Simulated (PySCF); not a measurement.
Computed IR spectrum (relative IR intensity) of a molecule C₃H₁₀Si₃. Geometry: B3LYP-D3(BJ)/def2-SVP. One conformer was computed; it need not be the lowest. All values below come from B3LYP-D3(BJ)/def2-SVP run with PySCF. Frequencies are harmonic and unscaled.

Lines under 2 % of the strongest are left out, and lines within 2 cm⁻¹ are merged.

```json
[
 {"ν (cm⁻¹)": "357", "relative intensity": "4.7"},
 {"ν (cm⁻¹)": "523", "relative intensity": "2.1"},
 {"ν (cm⁻¹)": "621", "relative intensity": "34"},
 {"ν (cm⁻¹)": "713", "relative intensity": "3.1"},
 {"ν (cm⁻¹)": "771", "relative intensity": "11"},
 {"ν (cm⁻¹)": "793", "relative intensity": "100"},
 {"ν (cm⁻¹)": "916", "relative intensity": "49"},
 {"ν (cm⁻¹)": "927", "relative intensity": "81"},
 {"ν (cm⁻¹)": "945", "relative intensity": "4.0"},
 {"ν (cm⁻¹)": "962", "relative intensity": "5.2"},
 {"ν (cm⁻¹)": "1047", "relative intensity": "7.3"},
 {"ν (cm⁻¹)": "1138", "relative intensity": "32"},
 {"ν (cm⁻¹)": "1698", "relative intensity": "14"},
 {"ν (cm⁻¹)": "2198", "relative intensity": "69"},
 {"ν (cm⁻¹)": "2200", "relative intensity": "27"},
 {"ν (cm⁻¹)": "2205", "relative intensity": "7.1"},
 {"ν (cm⁻¹)": "2212", "relative intensity": "26"},
 {"ν (cm⁻¹)": "2214", "relative intensity": "44"},
 {"ν (cm⁻¹)": "2226", "relative intensity": "55"},
 {"ν (cm⁻¹)": "3121", "relative intensity": "4.3"},
 {"ν (cm⁻¹)": "3228", "relative intensity": "4.4"}
]
```

Task: Identify the compound among the candidates.
A) C=C=C[SiH2][SiH2][SiH3]
B) C=CC1[SiH2][SiH2][SiH2]1
C) C1=C[SiH2][SiH2]C[SiH2]1
D) C#C[C@H]([SiH3])[SiH2][SiH3]

Result: B, C=CC1[SiH2][SiH2][SiH2]1
